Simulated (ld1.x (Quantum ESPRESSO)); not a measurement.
**u(r) = r·R(r): atom against pseudo-atom (Sr (Z = 38))**

Columns: radius, all-electron u(r) and pseudo u(r) of the 4s shell (level -40.31 eV) of strontium in the configuration [Ar] 3d10 4s2 4p6 4d0.5 5s1.5 5p0; PBE, scalar-relativistic, TM semilocal scheme, ld1.x (Quantum ESPRESSO) 7.5.

```json
{"r (bohr)": "0.130", "all-electron": "-0.3099", "pseudo": "-0.0599"}
{"r (bohr)": "0.260", "all-electron": "0.2843", "pseudo": "-0.1284"}
{"r (bohr)": "0.390", "all-electron": "0.5031", "pseudo": "-0.2145"}
{"r (bohr)": "0.520", "all-electron": "0.2334", "pseudo": "-0.3275"}
{"r (bohr)": "0.650", "all-electron": "-0.1826", "pseudo": "-0.4720"}
{"r (bohr)": "0.780", "all-electron": "-0.5479", "pseudo": "-0.6403"}
{"r (bohr)": "0.910", "all-electron": "-0.7990", "pseudo": "-0.8054"}
{"r (bohr)": "1.040", "all-electron": "-0.9373", "pseudo": "-0.9282"}
{"r (bohr)": "1.170", "all-electron": "-0.9845", "pseudo": "-0.9811"}
{"r (bohr)": "1.300", "all-electron": "-0.9668", "pseudo": "-0.9666"}
{"r (bohr)": "1.430", "all-electron": "-0.9075", "pseudo": "-0.9075"}
{"r (bohr)": "1.560", "all-electron": "-0.8252", "pseudo": "-0.8252"}
{"r (bohr)": "1.690", "all-electron": "-0.7329", "pseudo": "-0.7329"}
{"r (bohr)": "1.820", "all-electron": "-0.6395", "pseudo": "-0.6395"}
{"r (bohr)": "1.950", "all-electron": "-0.5504", "pseudo": "-0.5504"}
{"r (bohr)": "2.080", "all-electron": "-0.4686", "pseudo": "-0.4686"}
{"r (bohr)": "2.210", "all-electron": "-0.3956", "pseudo": "-0.3956"}
{"r (bohr)": "2.340", "all-electron": "-0.3316", "pseudo": "-0.3316"}
{"r (bohr)": "2.470", "all-electron": "-0.2765", "pseudo": "-0.2765"}
{"r (bohr)": "2.600", "all-electron": "-0.2294", "pseudo": "-0.2294"}
{"r (bohr)": "2.730", "all-electron": "-0.1896", "pseudo": "-0.1896"}
{"r (bohr)": "2.860", "all-electron": "-0.1562", "pseudo": "-0.1562"}
{"r (bohr)": "2.990", "all-electron": "-0.1284", "pseudo": "-0.1284"}
{"r (bohr)": "3.120", "all-electron": "-0.1053", "pseudo": "-0.1053"}
{"r (bohr)": "3.250", "all-electron": "-0.0862", "pseudo": "-0.0862"}
{"r (bohr)": "3.380", "all-electron": "-0.0705", "pseudo": "-0.0705"}
```

(1) How many radial nodes do the two functions have?

(2) At about which radius was the pseudo-wave matched?

(3) Is the pseudo-wave norm-conserving?

Answers

(1) The all-electron 4s function has n − l − 1 = 3 (the table is too coarse to show those close to the nucleus); the pseudo-wave has 0, since the states of the same l below it are removed with the core.

(2) 1.45 bohr. The columns agree to 0.0005 from 1.30 bohr on; several derivatives are matched, so the curves merge somewhat inside the radius.

(3) Yes: the TM semilocal scheme keeps the norm inside the radius equal to the all-electron one, which fixes the energy derivative of the logarithmic derivative at the level.
